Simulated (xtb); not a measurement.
xtb input:

```bash
xtb mol.xyz --gfn 2 --ohess tight --chrg -1 --uhf 0
```
mol.xyz:
```
13

Si    -0.14656987    -0.21162008     0.47653055
Cl     0.20078941    -0.97894190     2.36296084
C     -1.82045205    -0.73733312    -0.13316304
C      1.16520796    -0.86496600    -0.71307772
C     -0.01990932     1.62478220     0.56138682
H     -1.87284681    -1.83066696    -0.20032034
H     -1.92530909    -0.28766617    -1.19876960
H      1.17985331    -1.95832555    -0.76231589
H      2.19527724    -0.54137218    -0.35526394
H      1.03827154    -0.38665746    -1.70855778
H     -0.15904153     2.04513395    -0.51183452
H     -0.81228313     2.02482989     1.20647796
H      0.96607473     1.97587545     0.92388572
```

Problem. Which total energy does the run end on?

Solution. -16.95577 Eh (GFN2-xTB).

It need not be the lowest isomer of its formula. Whether it binds its extra electron was not tested at this geometry.
